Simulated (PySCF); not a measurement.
C3H6BNS.
Structure used (PBE0-D3(BJ)/def2-SVP), in Å, numbered top down from 1:
```xyz
12
C3H6BNS angstrom
B      0.0559    0.0621    0.0031
C      1.6252    0.0373   -0.0430
H      1.9829    0.1341    1.0001
H      2.0399    0.8992   -0.5876
H      2.0477   -0.8952   -0.4430
C     -0.7696    1.3980    0.0232
H     -0.8781    1.7230   -1.0295
H     -0.2361    2.2118    0.5377
H     -1.7827    1.2945    0.4360
N     -0.6504   -1.1799    0.0247
C     -1.2596   -2.2055    0.0488
S     -2.0597   -3.5621    0.0804
```

Theory: PySCF 2.14.0, density-fitted response routines, TDDFT B3LYP/def2-SVPD, vertical, gas phase, core orbitals frozen in the response.

Transition dipole moments from the ground state, in atomic units and in the frame of the coordinates above (overall signs are arbitrary), for the states with f of 0.002 or more among the lowest 10:

```json
{"state": "S2", "E (eV)": "4.876", "μx": "-0.432", "μy": "-0.742", "μz": "0.016"}
{"state": "S5", "E (eV)": "6.125", "μx": "0.082", "μy": "-0.095", "μz": "-0.047"}
{"state": "S6", "E (eV)": "6.654", "μx": "0.084", "μy": "0.191", "μz": "-0.318"}
{"state": "S7", "E (eV)": "6.674", "μx": "-1.291", "μy": "-2.208", "μz": "0.022"}
{"state": "S8", "E (eV)": "7.009", "μx": "0.481", "μy": "-0.274", "μz": "-0.010"}
{"state": "S10", "E (eV)": "7.372", "μx": "0.098", "μy": "-0.053", "μz": "0.248"}
```

(1) What oscillator strength does each state have?

(2) Which bond between heavy atoms lies closest to the direction of the S7 transition dipole?

(3) What angle do the transition dipoles of S8 and S10 make?

(4) How is the summed strength of these states shared among x, y and z?

(5) What peak molar absorption coefficient would the strongest computed level give as a lone Gaussian band 0.3 eV wide at half height?

Results:

(1) f = (2/3) ΔE |μ|² with ΔE in hartree (27.2114 eV).

```csv
state,|μ|² (au),|μ| (D),f
S2,0.738,2.18,0.088
S5,0.018,0.34,0.003
S6,0.144,0.97,0.024
S7,6.541,6.50,1.070
S8,0.306,1.41,0.053
S10,0.074,0.69,0.013
```

(2) C11–S12, N10–C11 and B1–N10, at 1° from it; next B1–C2 at 61°.

(3) |cos θ| = |μa·μb| / (|μa| |μb|) = 0.39, so θ ≈ 67° (taken between 0 and 90°, since the signs are arbitrary).

(4) (2/3) Σ ΔE μα² gives 0.339 for x, 0.883 for y and 0.028 for z, 1.250 in all.

(5) ε(max) = 2.175×10⁸ f / FWHM, with the width in cm⁻¹. S7: 2.175×10⁸ × 1.0696 / 2420 ≈ 96000 L mol⁻¹ cm⁻¹.
